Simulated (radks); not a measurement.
Spherical quantum dot in the effective-mass picture: electrons in a parabolic well V = omega^2 r^2 / 2 with omega = 4.92, with a point charge +2 (a donor) at the centre, all in effective atomic units (hartree* = m*/eps^2 hartree, bohr* = eps/m* bohr), one dielectric constant everywhere. Calculated with a radial shooting solver with Libxc functionals: non-relativistic Kohn-Sham, LDA (Slater exchange, Perdew-Wang correlation), spin-polarised, spherical densities. Levels are named by radial order and angular momentum (1s, 1p, 1d, 2s, ...), and open shells are averaged over m. Results are scaled to m* = 0.153 and eps = 8.6, for which hartree* = 56.29 meV and bohr* = 2.974 nm. Each electron was tried in the lowest free levels, single moves between levels near the top were tried too, and the lowest total energy was kept; such a search can miss a lower state. At N = 1 the Hartree and exchange-correlation terms need not cancel, so that row can carry a self-interaction error.

N        open shells  2S  E (meV)  mu = E(N) - E(N-1) (meV)  addition energy mu(N+1) - mu(N) (meV)  e(HOMO) (meV)  rms radius (nm)
1   1s(up 1, down 0)   1  98.4530                    98.453                                  117.7         142.82            1.352
2               none   0  314.593                    216.14                                  445.0         259.36            1.407
3   1p(up 1, down 0)   1  975.782                    661.19                                  65.40         693.35            1.667
4   1p(up 2, down 0)   2  1702.37                    726.59                                  67.10         760.05            1.798
5   1p(up 3, down 0)   3  2496.06                    793.69                                  87.17         827.34            1.884
6   1p(up 3, down 1)   2  3376.92                    880.86                                  62.17         911.55            1.951
7   1p(up 3, down 2)   1  4319.95                    943.03                                  63.46         974.68            2.006
8               none   0  5326.44                    1006.5                                  253.3         1038.3            2.052
9   2s(up 1, down 0)   1  6586.20                    1259.8                                  63.73         1288.3            2.134
10              none   0  7909.71                    1323.5                                  110.5         1351.8            2.202
11  1d(up 1, down 0)   1  9343.70                    1434.0                                  53.09         1460.5            2.263
12  1d(up 2, down 0)   2  10830.8                    1487.1                                  53.03         1513.6            2.317
13  1d(up 3, down 0)   3  12370.9                    1540.1                                  52.87         1566.6            2.364
14  1d(up 4, down 0)   4  13963.9                    1593.0                                  52.64         1619.3            2.407
15  1d(up 5, down 0)   5  15609.5                    1645.6                                  66.41         1671.9            2.446
16  1d(up 5, down 1)   4  17321.5                    1712.0                                  50.61         1737.3            2.482
17  1d(up 5, down 2)   3  19084.2                    1762.6                                  50.59         1788.0            2.516
18  1d(up 5, down 3)   2  20897.4                    1813.2                                  50.46         1838.5            2.548
19  1d(up 5, down 4)   1  22761.1                    1863.7                                  50.28         1888.9            2.578
20              none   0  24675.1                    1914.0                                  263.9         1939.0            2.607
21  1f(up 1, down 0)   1  26852.9                    2177.8                                  45.30         2200.5            2.648
22  1f(up 2, down 0)   2  29076.0                    2223.1                                  45.22         2245.8            2.686
23  1f(up 3, down 0)   3  31344.4                    2268.4                                      -         2290.9            2.722

All shells are closed at N = 2, 8, 10, 20 (there: 1s2 1p6 1d10 2s2); the second difference of the energy has clear peaks (12 % above both neighbours; the first and last values, which can be the largest, are not judged, and half-filled shells can peak too) at N = 2, 5, 8, 10, 15, 20.
